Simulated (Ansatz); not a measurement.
A nudged elastic band was laid between two geometries of GeH₃Se (5 atoms, charge 0, multiplicity 2).

Theory: UKS BLYP/def2-mTZVP (Ansatz 0.2.0).

| Property | Result |
| --- | --- |
| movable images | 9 |
| climbing image | yes |
| spring | 5.0 eV/Å² |
| optimiser | quadratic models (default) |
| start path | through a guess of the saddle point |
| force threshold | 0.05 eV/Å |
| iteration limit | 41 |
| end points | relaxed |

Image 0:

```xyz
5
Properties=species:S:1:pos:R:3
Ge -0.731 -0.427 0.318
Se 0.638 1.484 -0.264
H 0.159 -1.719 0.166
H -1.809 -0.438 -0.826
H 1.794 1.027 0.564
```

Image 10:

```xyz
5
Properties=species:S:1:pos:R:3
Ge -0.064 -0.141 0.086
Se 0.805 1.446 -1.477
H 0.462 -1.569 -0.213
H -1.614 -0.136 0.090
H 0.461 0.327 1.472
```

Task: Which bonds break or form, and what moves?

Result: Bonds broken: Se2–H5. Bonds formed: Ge1–H5.

Task: Give the energies along the band, and the barrier.

Result: The run converged. The highest image is number 6 of 0 to 10, 110.1 kJ/mol above the first end and 111.3 kJ/mol above the last; the last end lies 1.1 kJ/mol below the first. A vibrational analysis at the climbing image gives one clearly imaginary mode, 1188i cm⁻¹: a first-order saddle point.

```csv
image,path coordinate (Å),energy (kJ/mol),Se2–H5 (Å),Ge1–H5 (Å)
0,0.00,0.0,1.49,2.92
1,0.37,2.6,1.49,2.94
2,0.74,9.9,1.49,2.91
3,1.11,18.4,1.49,2.81
4,1.48,36.7,1.49,2.50
5,1.84,75.7,1.53,2.12
6,2.21,110.1,1.77,1.77
7,2.52,77.6,2.13,1.63
8,2.83,33.1,2.50,1.57
9,3.14,7.1,2.86,1.55
10,3.45,-1.1,3.17,1.55
```

Task: What is the geometry of the highest image?

Result: 
```xyz
5
Properties=species:S:1:pos:R:3
Ge -0.241 -0.370 0.067
Se 1.044 1.457 -0.744
H 0.349 -1.791 -0.153
H -1.783 -0.267 -0.106
H 0.681 0.897 0.895
```

Task: What are the harmonic wavenumbers there?

Result: 1188i, 279, 348, 493, 502, 791, 1417, 1987, 2039 cm⁻¹.

Run time: 2.1 min on 2 threads of Arm Neoverse V1, on a shared host, peak memory 0.17 GiB.
